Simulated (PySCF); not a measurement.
# Computed properties of C₂H₈BNO₂, SMILES NB(COC)O

C2H8BNO2, SMILES COCB(N)O. Geometry optimised at B3LYP-D3(BJ)/def2-SVP. The structure was generated by enumeration, and PubChem lists no compound with its InChIKey, so it may never have been made. Other conformers were not sampled. All values are computed for the isolated molecule unless a solvent is named; none is compared with measurement here.

**Structure.** The optimised structure has Cs symmetry. All 36 harmonic modes at B3LYP-D3(BJ)/def2-SVP (PySCF) are real, so it is a minimum. With heavy atoms numbered as in [CH3:1][O:2][CH2:3][B:4]([NH2:5])[OH:6], the shortest bond between them is B4–O6 at 1.377 Å and the longest C3–B4 at 1.595 Å.

**Vibrations.** The strongest infrared lines (harmonic, unscaled, degenerate partners summed) lie at 1591 cm⁻¹ (264 km/mol, H 49 %, B 25 %, N 24 %), 1218 cm⁻¹ (192 km/mol, H 38 %, C 29 %, O 28 %), 493 cm⁻¹ (144 km/mol, H 47 %, B 30 %, N 15 %). The softest mode is at 69 cm⁻¹ and the zero-point energy is 72.7 kcal/mol.

**Electronic structure.** PBE0/def2-TZVP (PySCF) places the frontier levels at -7.40 and 0.86 eV, a gap of 8.26 eV, and gives a dipole moment of 1.40 D and a mean polarisability of 55.2 bohr³. PBE/def2-TZVP (PySCF) at the same geometry gives -5.81 and 0.05 eV, so its gap is 2.40 eV narrower. An orbital gap is neither the optical nor the fundamental gap.

**Excitations.** TDA-ωB97X/def2-SVPD (PySCF) has S1 at 7.39 eV (168 nm, f = 0.042, weak); the most intense of the 10 singlets computed lies at 9.00 eV (f = 0.34). T1 (TDA) is at 7.26 eV, 0.13 eV under S1. TDA-PBE/def2-SVPD (PySCF) puts S1 at 5.45 eV. No vertical singlet excitation falls in the visible range (under 3.1 eV).

**NMR.** GIAO shifts at PBE0/pcSseg-1 (PySCF) (non-relativistic, atoms alike by connectivity averaged): ¹³C from 64.5 to 66.2 ppm against TMS; ¹H from 3.0 to 3.5 ppm against TMS; ¹¹B at 18.5 ppm against BF3.
